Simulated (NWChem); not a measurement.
Species: CBrCl₃; SMILES ClC(Cl)(Cl)Br

```xyz
5

Cl     0.2029     1.6553     1.0030
C      0.0000     0.0000     0.4213
Cl    -1.5350    -0.6519     1.0030
Cl     1.3321    -1.0033     1.0030
Br     0.0000     0.0000    -1.5276
```
Atoms are numbered in this order, from 1.

The geometry was optimised at PBE0/def2-SVP.

Spin-orbit effects, on the heavy nuclei and on their neighbours, are missing.

### Question
Give the principal values of the shielding tensors (ppm) of Cl1, C2, Br5 from PBE0/pcSseg-1, GIAO (NWChem), with their diamagnetic and paramagnetic parts as GIAO splits them.

### Answer
```csv
atom,σ11,σ22,σ33,isotropic,diamagnetic,paramagnetic
Cl1,6.9,28.4,876.0,303.8,1145.2,-841.4
C2,47.5,47.5,52.5,49.1,250.0,-200.9
Br5,19.7,19.7,2746.2,928.5,3120.4,-2191.8
```
